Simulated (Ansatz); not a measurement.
Spectroscopic constants of AlCo, multiplicity 3 (the spin of the measured ground state). No spin–orbit coupling. Co is treated without relativity.

The constants come from a fifth-degree fit in 1/R (seven points, main isotopes). Runs in def2 and cc sets follow the lowest solution found near the PBE0 minimum.

The values were computed with Ansatz (a first-principles code). Each number belongs to the level named beside it.

```tsv
level	r_e (Å)	ω_e (cm⁻¹)	B_e (cm⁻¹)	α_e (cm⁻¹)	D_e (eV)	dipole (D)
PBE/def2-TZVPP	2.366	261	0.163	0.00016	2.41	0.45
r2SCAN/def2-TZVPP	2.402	291	0.158	0.00091	2.19	0.39
B97M-V/def2-TZVPP	2.450	277	0.152	0.00093	2.17	0.25
B3LYP/def2-TZVPP	2.449	271	0.152	0.00097	1.93	0.00
PBE0/def2-TZVPP	2.444	276	0.152	0.00094	1.87	0.50
BHLYP/def2-TZVPP	2.511	247	0.144	0.00096	0.93	0.47
CAM-B3LYP/def2-TZVPP	2.436	274	0.153	0.00097	1.77	0.40
wB97X-V/def2-TZVPP	2.446	276	0.152	0.00091	1.82	1.12
wB97M-V/def2-TZVPP	2.451	273	0.152	0.00094	1.84	0.33
B2PLYP/def2-TZVPP	2.410	293	0.157	0.00097	-	-
```

D_e counts from each atom's lowest state at the same level, without counterpoise or zero-point energy.

Correlated levels freeze the inner cores; with def2 sets outer-core shells near the valence are correlated too.

Doubts at one or more of the structures used: a spin-contaminated determinant (r2SCAN/def2-TZVPP).

Measured for the ground state: D_0 1.844 ± 0.002 eV [Morse and co-workers].
